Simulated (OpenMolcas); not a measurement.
**Potential curves of TeH⁺: spin-free states**

Calculated with OpenMolcas 26.06: state-averaged CASSCF(4,4) over Te 5p, H 1s, XMS-CASPT2 (IPEA 0.25, imaginary shift 0.2 hartree), scalar X2C, ANO-RCC-VTZP, then RASSI spin–orbit state interaction with atomic mean-field integrals. C2 symmetry about the axis (a holds Σ, Δ, Γ; b holds Π, Φ, H; Σ⁺ and Σ⁻ are not told apart); roots by multiplicity and irrep: 3a 1, 1a 3, 3b 2, 1b 2, 5a 1.

XMS-CASPT2 energies in eV from the lowest point. Curves are followed by energy order within each symmetry, so they are adiabatic and may change character at avoided crossings; Σ⁺ and Σ⁻ are counted together.

```json
{"R (Å)": "1.603", "(1)3Σ": "0.031", "(1)1Δ": "1.029", "(1)5Σ": "7.175", "(1)3Π": "3.884", "(1)1Π": "4.722"}
{"R (Å)": "1.679", "(1)3Σ": "0.000", "(1)1Δ": "0.994", "(1)5Σ": "6.482", "(1)3Π": "3.745", "(1)1Π": "4.504"}
{"R (Å)": "1.763", "(1)3Σ": "0.065", "(1)1Δ": "1.071", "(1)5Σ": "5.827", "(1)3Π": "3.684", "(1)1Π": "4.337"}
{"R (Å)": "1.847", "(1)3Σ": "0.201", "(1)1Δ": "1.217", "(1)5Σ": "5.275", "(1)3Π": "3.661", "(1)1Π": "4.224"}
{"R (Å)": "1.964", "(1)3Σ": "0.461", "(1)1Δ": "1.487", "(1)5Σ": "4.644", "(1)3Π": "3.672", "(1)1Π": "4.131"}
{"R (Å)": "2.115", "(1)3Σ": "0.845", "(1)1Δ": "1.886", "(1)5Σ": "4.029", "(1)3Π": "3.727", "(1)1Π": "4.073"}
{"R (Å)": "2.351", "(1)3Σ": "1.425", "(1)1Δ": "2.517", "(1)5Σ": "3.402", "(1)3Π": "3.838", "(1)1Π": "4.052"}
{"R (Å)": "2.686", "(1)3Σ": "2.048", "(1)1Δ": "3.236", "(1)5Σ": "2.946", "(1)3Π": "3.973", "(1)1Π": "4.064"}
{"R (Å)": "3.190", "(1)3Σ": "2.492", "(1)1Δ": "3.851", "(1)5Σ": "2.726", "(1)3Π": "4.089", "(1)1Π": "4.102"}
{"R (Å)": "3.862", "(1)3Σ": "2.655", "(1)1Δ": "4.128", "(1)5Σ": "2.689", "(1)3Π": "4.160", "(1)1Π": "4.146"}
```

Left out for impure symmetry, kinks or missing points, though low: (1)1Σ. Only roots inside an energy window near the equilibrium distance were included, so the list of states is not complete; labels number the states computed. Each spin and symmetry block has orbitals of its own, averaged over its own roots, so gaps between blocks are less sure than gaps within one and near the minimum can be off by tenths of an eV, in bad cases by more. No Rydberg orbitals are active, so Rydberg states, and σ→σ* states whose orbital the CASSCF left unused, can be missing between those listed. At stretched bonds a block can hold a wrong CASSCF solution and miss its lowest state; points past a visible jump are left out. No roots were computed in block 5b (none fell in the window or the block failed), so states of that kind are missing and can lie low or lowest. Points that failed a check (symmetry, reference weights, a jump) are left out.
